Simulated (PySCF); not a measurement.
Correlation energy of N⁺ (nitrogen, charge +1)

[He] 2s1 2p2 3s1, high-spin 5P determinant (an excited configuration). Calculation: PySCF 2.14, in aug-cc-pwCVTZ (7s6p4d2f, 59 functions); no relativity, point nucleus. Frozen: nothing; 6 electrons correlated.

```
  level  correlation energy (mhartree)
   CCSD                         -71.65
    (T)                          -0.25
CCSD(T)                         -71.90
```

Diagnostics: T1 = 0.0040, D1 = 0.0131, largest double amplitude 0.037.

Question: Is a single reference adequate?

Answer: Yes: T1 lies below 0.03 and no double amplitude reaches 0.07.
